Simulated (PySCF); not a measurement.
# Spinor energies of Ce³²⁺ (cerium, charge +32)

Start: [Ar] 3d8; 3d3/2 filled at m_j = -3/2, -1/2, +1/2, +3/2; 3d5/2 filled at m_j = -1/2, +1/2, +3/2, +5/2. Calculated with PySCF 2.14 in an even-tempered Gaussian basis (16 s from 5.5 bohr⁻², ratio 2.8; 12 p from 7.2 bohr⁻², ratio 2.8; 8 d from 7.2 bohr⁻², ratio 2.8; 3 f from 28 bohr⁻², ratio 3): generalised Hartree-Fock with the X2C-1e Hamiltonian and a Gaussian nucleus; one run each with spin-orbit coupling (SO) switched off, then screened by Boettger's factors.

| spinor shell | electrons | ε, spin-free (eV) | ε, screened SO (eV) | weight of nominal j (screened SO) | rms radius, screened SO (bohr) |
| --- | --- | --- | --- | --- | --- |
| 1s1/2 | 2 | -41959.1 | -41953.0 | 1.000 | 0.0280 |
| 2s1/2 | 2 | -7893.1 | -7890.8 | 1.000 | 0.113 |
| 2p1/2 | 2 | -7202.1 | -7519.2 | 1.000 | 0.0975 |
| 2p3/2 | 4 | -7202.1 | -7061.1 | 1.000 | 0.103 |
| 3s1/2 | 2 | -2626.5 | -2625.8 | 1.000 | 0.288 |
| 3p1/2 | 2 | -2399.9 | -2472.8 | 0.998 | 0.279 |
| 3d3/2 | 4 | -2105.5 | -2117.6 | 0.971 | 0.258 |
| 3d5/2 | 4 | -2105.5 | -2096.0 | 0.979 | 0.261 |

Q: Where does 3p3/2 lie, and what is the 3p spin-orbit splitting (screened SO)?

A: At -2367.1 eV, 105.75 eV above 3p1/2.

| quantity | spin-free | screened SO |
| --- | --- | --- |
| E (hartree) | -8236.05818 | -8240.35285 |
| M_J | 4 | 4 |
| ⟨J²⟩ | 20.000 | 20.000 |
| ⟨L²⟩ | 12.000 | 12.649 |
| ⟨S²⟩ | 2.000 | 1.864 |

Each row is a mean over spinors that exchange with the open shell spreads, by up to 30.305 eV (3p3/2).

Breit and QED terms are absent; they matter most for the inner s and p1/2 levels.

Densities and radii are taken from the X2C orbitals without a picture-change correction, which distorts them close to the nucleus.

Without spin-orbit coupling the j labels of p, d and f shells carry no meaning; the spin-free column gives the mean over the occupied spinors of each nl shell.
